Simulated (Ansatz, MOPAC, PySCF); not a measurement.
Noncovalent pair: PH3 (SMILES P) (first 4 atoms) with AsH3 (SMILES [AsH3]); geometry from B3LYP-D3(BJ)/def2-TZVP, rigid monomers moved along the line of their centres of mass till P1···As5 is 4.19 Å.
(charge 0, multiplicity 1):
```
atom    x (Å)    y (Å)    z (Å)
----  -------  -------  -------
P     -0.5518   0.1766   0.2743
H      0.7162  -0.4564   0.2556
H     -1.2642  -1.0484   0.2453
H     -0.5941   0.3428  -1.1351
As    -0.4400  -0.2923   4.4336
H     -1.8038   0.3852   4.4715
H      0.2936   1.0413   4.4921
H     -0.4049  -0.4527   5.9519
```

Counterpoise-corrected where a basis set is named; no monomer relaxation.

Frozen-core correlation. Filled d and f shells under p-block atoms count as core. CBS(a, b) extrapolates the correlation energy as X⁻³ and adds the Hartree–Fock energy of set b. Rows in 6-31G* carry no dispersion term and start afresh at each structure (6-31G* with six Cartesian d functions); the Pople sets are all-electron and without relativity. The state that AM1 reach isn't checked.

Run with Ansatz (a first-principles code); MOPAC for AM1 (differences of heats of formation); PySCF for 6-31G* rows. 

| level | interaction energy (kcal/mol) |
|---|---|
| AM1 | -0.40 |
| HF/6-31G* | -0.10 |
| HF/def2-TZVPPD | -0.03 |
| r2SCAN/def2-TZVPPD | -0.67 |
| B3LYP/def2-TZVPPD | -0.05 |
| wB97X-V/def2-TZVPPD | -1.01 |
| SCS-MP2/def2-SVPD | … |
| CCSD(T)/def2-TZVPPD | -0.86 |
| CCSD(T)/CBS(def2-SVPD, def2-TZVPPD) | -0.88 |

Problem. Fill in the missing entries.

Solution. 
- SCS-MP2/def2-SVPD, interaction energy (kcal/mol): -0.72
